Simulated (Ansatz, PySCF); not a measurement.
Torsion H4–Se1–Ga2–Se3 in GaH3Se2 (SMILES [SeH][GaH][SeH]); at each angle all else is relaxed with GFN2-xTB, and the levels are single points there.
Geometry at 0° (charge 0, multiplicity 1):
```xyz
6

Se    -2.27111    -0.59811    -0.23721
Ga    -0.35057     0.72794    -0.33062
Se     0.82550     1.30456     1.61872
H     -2.14296    -0.67930     1.20257
H      0.19645     1.26153    -1.71062
H      1.79961     2.07910     0.89391
```

On the grid 0° to 330°, 90° is the highest and 0° the lowest point at MP2/CBS(cc-pVTZ, cc-pVQZ) + ΔCCSD(T)/cc-pVTZ.

The values were computed with Ansatz (Gaussian basis) for Hartree–Fock, density functionals and correlated methods; PySCF for the dispersion terms. 

Task: What energy at 90° less that at 0° does BLYP/def2-TZVPP give?

Result: 250 meV

Ansatz is a program for electronic structure.
